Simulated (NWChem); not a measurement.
System: MoHS₃F; SMILES [F][Mo](=[S])(=[S])[SH]

Output (shortened):

```
             Northwest Computational Chemistry Package (NWChem) 7.3.0
             --------------------------------------------------------

 C1  symmetry detected

                             Geometry "geometry" -> ""
                             -------------------------

 Output coordinates in angstroms (scale by  1.889725989 to convert to a.u.)

  No.       Tag          Charge          X              Y              Z
 ---- ---------------- ---------- -------------- -------------- --------------
    1 Mo                  42.0000     0.01719697     0.09653659     0.21374111
    2 S                   16.0000    -1.40315065     1.32312684    -0.72108717
    3 S                   16.0000     1.89810022     0.41674943    -0.64517201
    4 F                    9.0000     0.03890901     0.39338455     2.02781531
    5 S                   16.0000    -0.44984271    -2.09096100    -0.32372698
    6 H                    1.0000    -1.79416360    -1.97764196    -0.18768602

 Effective nuclear repulsion energy (a.u.)     808.6660477342

                                 NWChem DFT Module
                                 -----------------

 Summary of "ao basis" -> "ao basis" (spherical)
 ------------------------------------------------------------------------------
       Tag                 Description            Shells   Functions and Types
 ---------------- ------------------------------  ------  ---------------------
 Mo                          sto-3g                 11       27   5s4p2d
 S                           sto-3g                  5        9   3s2p
 F                           sto-3g                  3        5   2s1p
 H                           sto-3g                  1        1   1s

            General Information
            -------------------
          SCF calculation type: DFT
          Wavefunction type:  closed shell.
          No. of atoms     :     6
          No. of electrons :   100
           Alpha electrons :    50
            Beta electrons :    50
          Charge           :     0
          Spin multiplicity:     1
          Use of symmetry is: off; symmetry adaption is: off
          Maximum number of iterations: 150
          AO basis - number of functions:    60
                     number of shells:    30
          Convergence on energy requested:  1.00D-06
          Convergence on density requested:  1.00D-05
          Convergence on gradient requested:  5.00D-04

              XC Information
              --------------
                         PBE0 Method XC Functional
                     Hartree-Fock (Exact) Exchange  0.250
          PerdewBurkeErnzerhof Exchange Functional  0.750
            Perdew 1991 LDA Correlation Functional  1.000 local
           PerdewBurkeErnz. Correlation Functional  1.000 non-local

             Grid Information
             ----------------
          Grid used for XC integration:  medium
          Radial quadrature: Mura-Knowles
          Angular quadrature: Lebedev.
          Tag              B.-S. Rad. Rad. Pts. Rad. Cut. Ang. Pts.
          ---              ---------- --------- --------- ---------
          Mo                  1.45      123           8.0       590
          S                   1.00       88          11.0       590
          F                   0.50       49          10.0       434
          H                   0.35       45          10.0       434
          Grid pruning is: on
          Number of quadrature shells:   481
          Spatial weights used:  Erf1

      Superposition of Atomic Density Guess
      -------------------------------------

 Sum of atomic energies:       -5213.55555601

      Non-variational initial energy
      ------------------------------

 Total energy =   -5213.201924
 1-e energy   =   -8848.671701
 2-e energy   =    2826.803730
 HOMO         =      -0.125030
 LUMO         =       0.150887

     ---------------------------------------------
      Total Density - Mulliken Population Analysis
     ---------------------------------------------

    Atom       Charge   Shell Charges
 -----------   ------   -------------------------------------------------------
    1 Mo  42    39.52   2.00  2.00  6.00  2.00  5.98  2.01  5.78  0.70  0.93  9.88  2.25
    2 S   16    16.86   2.00  2.00  5.98  1.93  4.95
    3 S   16    16.84   2.00  2.00  5.98  1.93  4.93
    4 F    9     9.53   2.00  1.95  5.59
    5 S   16    16.37   2.00  2.00  5.97  1.87  4.54
    6 H    1     0.87   0.87

   convergence    iter        energy       DeltaE   RMS-Dens  Diis-err
 ---------------- ----- ----------------- --------- --------- ---------
 d= 0,ls=0.0,diis     1  -5216.8479121749 -6.03D+03  1.14D-01  4.56D+00
 d= 0,ls=0.0,diis     2  -5209.3770815722  7.47D+00  1.11D-01  2.76D+01
 d= 0,ls=0.0,diis     3  -5217.1232347038 -7.75D+00  2.10D-02  2.43D+00
 d= 0,ls=0.0,diis     4  -5217.4189535738 -2.96D-01  8.32D-03  1.45D+00
 d= 0,ls=0.0,diis     5  -5217.4536716134 -3.47D-02  7.27D-03  1.18D+00
  Resetting Diis
 d= 0,ls=0.0,diis     6  -5217.4904700167 -3.68D-02  8.13D-03  9.39D-01
 d= 0,ls=0.0,diis     7  -5217.5485263825 -5.81D-02  5.13D-02  5.52D-01
 d= 0,ls=0.0,diis     8  -5215.7576493262  1.79D+00  4.35D-02  1.29D+01
 d= 0,ls=0.0,diis     9  -5217.6226223839 -1.86D+00  4.75D-03  3.73D-02
 d= 0,ls=0.0,diis    10  -5217.6270959825 -4.47D-03  1.86D-03  1.10D-02
 d= 0,ls=0.0,diis    11  -5217.6291805151 -2.08D-03  3.70D-04  2.36D-04
 d= 0,ls=0.0,diis    12  -5217.6292270277 -4.65D-05  1.08D-04  6.03D-05
 d= 0,ls=0.0,diis    13  -5217.6292348510 -7.82D-06  4.41D-05  5.16D-06
 d= 0,ls=0.0,diis    14  -5217.6292356444 -7.93D-07  1.34D-05  7.90D-07
 d= 0,ls=0.0,diis    15  -5217.6292357689 -1.25D-07  4.33D-06  3.21D-08

         Total DFT energy =    -5217.629235768947
      One electron energy =    -8842.442307857609
           Coulomb energy =     3025.256664173603
    Exchange-Corr. energy =     -209.109639819139
 Nuclear repulsion energy =      808.666047734197

 Numeric. integr. density =       99.999993358956

                       DFT Final Molecular Orbital Analysis
                       ------------------------------------

 Vector   48  Occ=2.000000D+00  E=-1.818096D-01
              MO Center=  5.7D-01,  3.1D-01, -1.5D-01, r^2= 3.7D+00
   Bfn.  Coefficient  Atom+Function         Bfn.  Coefficient  Atom+Function
  ----- ------------  ---------------      ----- ------------  ---------------
    44      0.478911  3 S  py                45      0.377742  3 S  pz
    35     -0.351110  2 S  py                48     -0.322857  4 F  px
    26     -0.317761  1 Mo d  1              23      0.275198  1 Mo d -2
    43      0.214717  3 S  px                36     -0.191196  2 S  pz
    56      0.153724  5 S  s                 40     -0.152843  3 S  py

 Vector   49  Occ=2.000000D+00  E=-1.545412D-01
              MO Center= -3.4D-01, -5.4D-01, -3.1D-01, r^2= 4.6D+00
   Bfn.  Coefficient  Atom+Function         Bfn.  Coefficient  Atom+Function
  ----- ------------  ---------------      ----- ------------  ---------------
    59      0.698552  5 S  pz                36     -0.378860  2 S  pz
    35     -0.331062  2 S  py                44     -0.281749  3 S  py
    49      0.244763  4 F  py                45     -0.217776  3 S  pz
    55     -0.218702  5 S  pz                16     -0.176119  1 Mo py
    12      0.126290  1 Mo py                32      0.121040  2 S  pz

 Vector   50  Occ=2.000000D+00  E=-1.345943D-01
              MO Center=  1.9D-01,  7.9D-01, -5.6D-01, r^2= 4.1D+00
   Bfn.  Coefficient  Atom+Function         Bfn.  Coefficient  Atom+Function
  ----- ------------  ---------------      ----- ------------  ---------------
    45     -0.514445  3 S  pz                36      0.483537  2 S  pz
    44      0.402836  3 S  py                34     -0.391749  2 S  px
    35     -0.288855  2 S  py                15     -0.208148  1 Mo px
    48      0.168811  4 F  px                41      0.164005  3 S  pz
    43     -0.161000  3 S  px                11      0.156818  1 Mo px

 Vector   51  Occ=0.000000D+00  E= 3.333316D-02
              MO Center=  2.2D-01,  2.6D-01, -9.7D-02, r^2= 2.7D+00
   Bfn.  Coefficient  Atom+Function         Bfn.  Coefficient  Atom+Function
  ----- ------------  ---------------      ----- ------------  ---------------
    23      0.620783  1 Mo d -2              44     -0.475748  3 S  py
    24     -0.358691  1 Mo d -1              26     -0.318125  1 Mo d  1
    36      0.309284  2 S  pz                35      0.247514  2 S  py
    45     -0.223827  3 S  pz                27      0.192975  1 Mo d  2
    60     -0.159293  6 H  s                 40      0.144574  3 S  py

 Vector   52  Occ=0.000000D+00  E= 3.669708D-02
              MO Center= -5.2D-02,  6.8D-02,  1.3D-01, r^2= 2.5D+00
   Bfn.  Coefficient  Atom+Function         Bfn.  Coefficient  Atom+Function
  ----- ------------  ---------------      ----- ------------  ---------------
    24      0.681063  1 Mo d -1              26     -0.375860  1 Mo d  1
    27      0.306315  1 Mo d  2              34      0.302431  2 S  px
    59      0.299605  5 S  pz                45     -0.242030  3 S  pz
    49     -0.241421  4 F  py                35      0.224235  2 S  py
    43     -0.169044  3 S  px                19     -0.143430  1 Mo d -1

 Vector   53  Occ=0.000000D+00  E= 8.609943D-02
              MO Center= -5.2D-02,  1.4D-01,  4.2D-02, r^2= 2.8D+00
   Bfn.  Coefficient  Atom+Function         Bfn.  Coefficient  Atom+Function
  ----- ------------  ---------------      ----- ------------  ---------------
    27      0.519110  1 Mo d  2              25      0.411792  1 Mo d  0
    35      0.400362  2 S  py                58      0.389169  5 S  py
    44      0.339861  3 S  py                23     -0.328901  1 Mo d -2
    16     -0.285144  1 Mo py                24     -0.227024  1 Mo d -1
    49      0.216894  4 F  py                12      0.189170  1 Mo py

     ---------------------------------------------
      Total Density - Mulliken Population Analysis
     ---------------------------------------------

    Atom       Charge   Shell Charges
 -----------   ------   -------------------------------------------------------
    1 Mo  42    41.80   2.00  2.00  6.00  2.00  5.98  2.01  5.83  0.64  1.31  9.90  4.14
    2 S   16    16.05   2.00  2.00  5.96  1.95  4.15
    3 S   16    16.04   2.00  2.00  5.96  1.95  4.14
    4 F    9     9.11   2.00  1.95  5.15
    5 S   16    16.00   2.00  2.00  5.95  1.90  4.15
    6 H    1     1.00   1.00

     -------------------------------------------
      Total Density - Lowdin Population Analysis
     -------------------------------------------

    Atom       Charge   Shell Charges
 -----------   ------   -------------------------------------------------------
    1 Mo  42    42.29   2.00  2.00  6.00  1.99  5.97  1.98  5.68  0.78  1.78  9.87  4.24
    2 S   16    15.91   2.00  2.00  5.93  1.81  4.17
    3 S   16    15.89   2.00  2.00  5.93  1.81  4.16
    4 F    9     9.01   2.00  1.86  5.15
    5 S   16    15.88   2.00  2.00  5.93  1.77  4.18
    6 H    1     1.02   1.02

     Multipole analysis of the density
     ---------------------------------

     L   x y z        total         alpha         beta         nuclear
     -   - - -        -----         -----         ----         -------
     0   0 0 0     -0.000000    -50.000000    -50.000000    100.000000

     1   1 0 0     -0.334682     -0.167341     -0.167341      0.000000
     1   0 1 0     -0.208826     -0.104413     -0.104413      0.000000
     1   0 0 1      0.368007      0.184004      0.184004     -0.000000

     2   2 0 0    -43.999794   -192.747950   -192.747950    341.496107
     2   1 1 0      1.621193     -2.326809     -2.326809      6.274810
     2   1 0 1      0.056615     -0.197251     -0.197251      0.451117
     2   0 2 0    -45.235915   -212.667578   -212.667578    380.099242
     2   0 1 1      0.155222      0.648681      0.648681     -1.142141
     2   0 0 2    -45.182001   -121.899667   -121.899667    198.617333
```

Level: PBE0/STO-3G, non-relativistic. Geometry: optimised at PBE0/def2-SVP (def2 core potentials past Kr). No frequency run checked for a minimum.

Question: Which NWChem input produces such a log?

Answer: Several could match; the one computed here: the input that was run:
```
start job
memory heap 200 mb stack 900 mb global 1100 mb
geometry units angstroms noautoz
  Mo    -0.007272     0.080584     0.192981
  S     -1.656453     1.026883    -0.690498
  S      1.761837     0.833236    -0.632751
  F     -0.044180     0.281976     2.019873
  S     -0.004214    -2.125725    -0.458429
  H     -1.341896    -2.305120    -0.328155
end
basis spherical
  Mo library sto-3g
  S library sto-3g
  F library sto-3g
  H library sto-3g
end
dft
  xc pbe0
  iterations 150
  mulliken
end
task dft energy
```
